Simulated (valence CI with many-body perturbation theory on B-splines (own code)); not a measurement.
E1 transitions of Lu²²⁺

Method: relativistic CI+MBPT: three valence electrons over a frozen Dirac-Fock core [Kr] 4d10, a basis of 7 s, 7 p, 7 d, 7 f, 4 g, 2 h functions for each j, with the one-electron correlation potential Σ1, the two-electron term Σ2, the three-electron term Σ3, Breit, model QED; selected CI, second order for the rest, scaled by the run's own slope (own B-spline code, finite nucleus).

No measured spectrum was set against this ion. As an estimate, terms of the open shell hold to a few per cent of their energy, and close levels can change places. Excitations out of the core, of the other parity, are not computed and may begin above about 148 eV (a cautious bound); beyond it only levels of the ground parity were kept, without lifetimes.

Lines 151 to 200 of 546 in falling wavelength, among levels below 147.69 eV, chosen from the strongest by gf and those to the six lowest levels. Wavelengths and rates use the calculated energies, so an error of 2000 cm⁻¹ moves a line at 27.70 nm by 0.55 % and its rate by three times that or more. Electric multipoles are in the length gauge, E1 and E2 with the static RPA response of the core. Weak lines are less certain than strong ones. Lines between different terms over intervals too small for the method are left out, as are lines whose strength nearly cancels. Where a level lies close to another of its J and parity, the split of strength between their lines is uncertain. The highest levels of a list are the least certain.

Levels are named by their leading jj configuration (3d3/2^4 stands for four electrons in 3d with j = 3/2), which in mixed levels can hold well under half, so a name can repeat and another be missing. Letters in brackets count levels of one name in rising energy.

```csv
λ vac (nm),Upper,Lower,A (s⁻¹),S (a.u.) with core polarisation,S without
27.70,(4f5/2 4f7/2 5p1/2) J=11/2 [b],(4f5/2 4f7/2 5s) J=11/2 [a],3.19e+07,4.02e-03,5.21e-03
27.68,(4f5/2 4f7/2 5p1/2) J=3/2 [b],(4f5/2^2 5s) J=5/2,1.22e+08,5.10e-03,6.65e-03
27.65,(4f5/2 4f7/2 5p1/2) J=13/2,(4f5/2 4f7/2 5s) J=11/2 [a],4.14e+07,6.04e-03,7.82e-03
27.60,(4f7/2^2 5p1/2) J=1/2,(4f7/2^2 5s) J=3/2,4.95e+08,1.03e-02,1.34e-02
27.47,(4f7/2^2 5p1/2) J=5/2,(4f5/2 4f7/2 5s) J=7/2 [a],6.97e+07,4.28e-03,5.57e-03
27.33,(4f5/2 4f7/2 5p3/2) J=1/2 [a],(4f7/2^2 5s) J=1/2,6.12e+08,1.23e-02,1.59e-02
27.13,(4f5/2 4f7/2 5p3/2) J=3/2 [b],(4f7/2^2 5s) J=1/2,1.70e+08,6.72e-03,8.71e-03
26.33,(4f7/2^2 5p3/2) J=3/2 [a],(4f7/2^2 5s) J=1/2,3.25e+08,1.17e-02,1.52e-02
26.09,(4f7/2^2 5p1/2) J=1/2,(4f5/2 4f7/2 5s) J=3/2 [b],1.40e+08,2.46e-03,3.20e-03
25.93,(4f7/2^2 5p3/2) J=1/2,(4f7/2^2 5s) J=1/2,5.99e+08,1.03e-02,1.32e-02
25.46,(4f5/2^2 5p3/2) J=5/2 [b],(4f7/2^2 5s) J=3/2,1.87e+08,9.15e-03,1.18e-02
25.44,(4f7/2^2 5p1/2) J=1/2,(4f5/2 4f7/2 5s) J=3/2 [a],1.57e+09,2.55e-02,3.31e-02
25.35,(4f5/2^2 5p3/2) J=11/2,(4f5/2 4f7/2 5s) J=11/2 [b],3.06e+07,2.95e-03,3.81e-03
25.09,(4f5/2^2 5p3/2) J=3/2,(4f5/2 4f7/2 5s) J=1/2,8.55e+08,2.67e-02,3.44e-02
24.99,(4f5/2^2 5p3/2) J=1/2,(4f5/2 4f7/2 5s) J=1/2,1.24e+08,1.91e-03,2.46e-03
24.87,(4f5/2^2 5p3/2) J=9/2,(4f7/2^2 5s) J=7/2,2.00e+07,1.52e-03,1.95e-03
24.86,(4f5/2 4f7/2 5p3/2) J=3/2 [a],(4f7/2^2 5s) J=3/2,1.85e+08,5.62e-03,7.25e-03
24.80,(4f5/2 4f7/2 5p3/2) J=9/2 [a],(4f5/2 4f7/2 5s) J=11/2 [b],6.55e+07,4.93e-03,6.35e-03
24.65,(4f5/2 4f7/2 5p3/2) J=7/2 [a],(4f7/2^2 5s) J=5/2,8.73e+07,5.17e-03,6.69e-03
24.56,(4f5/2^2 5p3/2) J=3/2,(4f5/2 4f7/2 5s) J=3/2 [b],1.08e+08,3.15e-03,4.08e-03
24.55,(4f5/2 4f7/2 5p3/2) J=11/2 [a],(4f5/2 4f7/2 5s) J=11/2 [b],8.73e+07,7.64e-03,9.91e-03
24.52,(4f5/2^2 5p3/2) J=9/2,(4f7/2^2 5s) J=9/2,3.55e+07,2.59e-03,3.33e-03
24.52,(4f5/2 4f7/2 5p3/2) J=11/2 [a],(4f5/2 4f7/2 5s) J=13/2,1.16e+08,1.02e-02,1.31e-02
24.52,(4f5/2 4f7/2 5p3/2) J=1/2 [b],(4f7/2^2 5s) J=1/2,2.62e+08,3.81e-03,4.88e-03
24.46,(4f5/2^2 5p3/2) J=1/2,(4f5/2 4f7/2 5s) J=3/2 [b],1.53e+08,2.21e-03,2.83e-03
24.45,(4f5/2 4f7/2 5p3/2) J=13/2 [a],(4f5/2 4f7/2 5s) J=11/2 [b],2.29e+07,2.31e-03,2.96e-03
24.39,(4f5/2 4f7/2 5p3/2) J=5/2 [b],(4f7/2^2 5s) J=3/2,2.94e+08,1.26e-02,1.63e-02
24.38,(4f5/2 4f7/2 5p3/2) J=3/2 [a],(4f7/2^2 5s) J=5/2,1.44e+08,4.11e-03,5.28e-03
24.35,(4f7/2^2 5p3/2) J=3/2 [b],(4f7/2^2 5s) J=1/2,1.94e+08,5.54e-03,7.16e-03
24.17,(4f5/2^2 5p3/2) J=5/2 [b],(4f5/2 4f7/2 5s) J=3/2 [b],6.41e+08,2.68e-02,3.46e-02
24.12,(4f5/2 4f7/2 5p3/2) J=3/2 [a],(4f5/2 4f7/2 5s) J=1/2,2.46e+08,6.83e-03,8.86e-03
24.10,(4f5/2^2 5p3/2) J=3/2,(4f5/2^2 5s) J=1/2,7.12e+08,1.97e-02,2.54e-02
24.01,(4f5/2^2 5p3/2) J=1/2,(4f5/2^2 5s) J=1/2,2.57e+08,3.51e-03,4.47e-03
23.98,(4f5/2^2 5p3/2) J=3/2,(4f5/2 4f7/2 5s) J=3/2 [a],4.88e+07,1.33e-03,1.70e-03
23.97,(4f5/2^2 5p3/2) J=11/2,(4f7/2^2 5s) J=9/2,4.18e+07,3.41e-03,4.40e-03
23.93,(4f5/2 4f7/2 5p3/2) J=5/2 [b],(4f7/2^2 5s) J=5/2,2.09e+08,8.49e-03,1.09e-02
23.79,(4f5/2 4f7/2 5p3/2) J=9/2 [a],(4f7/2^2 5s) J=7/2,4.59e+08,3.05e-02,3.92e-02
23.78,(4f5/2 4f7/2 5p3/2) J=7/2 [c],(4f7/2^2 5s) J=5/2,4.84e+08,2.57e-02,3.32e-02
23.77,(4f5/2 4f7/2 5p3/2) J=9/2 [b],(4f5/2 4f7/2 5s) J=11/2 [b],2.14e+07,1.42e-03,1.84e-03
23.63,(4f5/2 4f7/2 5p3/2) J=3/2 [a],(4f5/2 4f7/2 5s) J=3/2 [b],1.33e+09,3.47e-02,4.46e-02
23.61,(4f5/2^2 5p3/2) J=7/2 [a],(4f5/2 4f7/2 5s) J=7/2 [b],2.85e+08,1.48e-02,1.90e-02
23.61,(4f5/2^2 5p3/2) J=7/2 [a],(4f5/2 4f7/2 5s) J=5/2 [a],1.18e+09,6.12e-02,7.86e-02
23.58,(4f5/2^2 5p3/2) J=9/2,(4f5/2 4f7/2 5s) J=7/2 [b],1.29e+08,8.37e-03,1.08e-02
23.54,(4f7/2^2 5p3/2) J=15/2,(4f5/2 4f7/2 5s) J=13/2,1.76e+07,1.82e-03,2.35e-03
23.52,(4f5/2^2 5p3/2) J=5/2 [b],(4f5/2 4f7/2 5s) J=5/2 [b],1.95e+08,7.53e-03,9.72e-03
23.48,(4f7/2^2 5p3/2) J=13/2,(4f5/2 4f7/2 5s) J=11/2 [b],1.05e+08,9.36e-03,1.20e-02
23.47,(4f5/2 4f7/2 5p3/2) J=9/2 [a],(4f7/2^2 5s) J=9/2,3.07e+08,1.96e-02,2.52e-02
23.46,(4f5/2^2 5p3/2) J=7/2 [b],(4f5/2 4f7/2 5s) J=5/2 [b],6.24e+08,3.18e-02,4.11e-02
23.46,(4f5/2^2 5p3/2) J=11/2,(4f7/2^2 5s) J=11/2,9.19e+07,7.03e-03,9.00e-03
23.45,(4f5/2 4f7/2 5p3/2) J=1/2 [a],(4f7/2^2 5s) J=3/2,2.08e+09,2.65e-02,3.41e-02
```
